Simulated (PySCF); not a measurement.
# N⁺ (nitrogen, charge +1) across methods

[He] 2s1 2p2 3s1, high-spin 5P determinant (an excited configuration). All numbers are calculated (PySCF 2.14, the spin-free X2C one-electron Hamiltonian (Gaussian nucleus), in dyall-acv3z (15s9p4d2f, 76 functions)).

```json
{"method": "BP86", "E (hartree)": "-53.1564", "mean ε 2s α (eV)": "-42.868", "mean ε 2p α (eV)": "-31.343", "mean ε 3s α (eV)": "-9.075", "Σ⟨r²⟩ (bohr²)": "20.59", "⟨S²⟩": "6.000"}
{"method": "PBE", "E (hartree)": "-53.1048", "mean ε 2s α (eV)": "-42.793", "mean ε 2p α (eV)": "-31.296", "mean ε 3s α (eV)": "-8.963", "Σ⟨r²⟩ (bohr²)": "20.59", "⟨S²⟩": "6.000"}
{"method": "HSE06", "E (hartree)": "-53.1241", "mean ε 2s α (eV)": "-45.457", "mean ε 2p α (eV)": "-33.383", "mean ε 3s α (eV)": "-9.198", "Σ⟨r²⟩ (bohr²)": "20.67", "⟨S²⟩": "6.000"}
{"method": "M06-2X", "E (hartree)": "-53.1359", "mean ε 2s α (eV)": "-48.110", "mean ε 2p α (eV)": "-35.547", "mean ε 3s α (eV)": "-10.365", "Σ⟨r²⟩ (bohr²)": "20.44", "⟨S²⟩": "6.000"}
{"method": "B3LYP", "E (hartree)": "-53.1561", "mean ε 2s α (eV)": "-45.085", "mean ε 2p α (eV)": "-33.199", "mean ε 3s α (eV)": "-9.352", "Σ⟨r²⟩ (bohr²)": "20.69", "⟨S²⟩": "6.000"}
{"method": "UHF", "E (hartree)": "-53.06494", "mean ε 2s α (eV)": "-54.869", "mean ε 2p α (eV)": "-40.935", "mean ε 3s α (eV)": "-11.016", "Σ⟨r²⟩ (bohr²)": "21.15", "⟨S²⟩": "6.000"}
{"method": "LDA", "E (hartree)": "-52.6909", "mean ε 2s α (eV)": "-42.526", "mean ε 2p α (eV)": "-31.187", "mean ε 3s α (eV)": "-9.012", "Σ⟨r²⟩ (bohr²)": "20.57", "⟨S²⟩": "6.000"}
{"method": "PBE0", "E (hartree)": "-53.1176", "mean ε 2s α (eV)": "-45.912", "mean ε 2p α (eV)": "-33.801", "mean ε 3s α (eV)": "-9.558", "Σ⟨r²⟩ (bohr²)": "20.71", "⟨S²⟩": "6.000"}
```

(1) Estimate the same row for r2SCAN.

The outer electron is Rydberg-like, and this basis confines it to a smaller radius and binds it less than a complete one would.

## Answers

(1) E (hartree) = -53.1591; mean ε 2s α (eV) = -44.093; mean ε 2p α (eV) = -32.229; mean ε 3s α (eV) = -8.996; Σ⟨r²⟩ (bohr²) = 20.88; ⟨S²⟩ = 6.000.
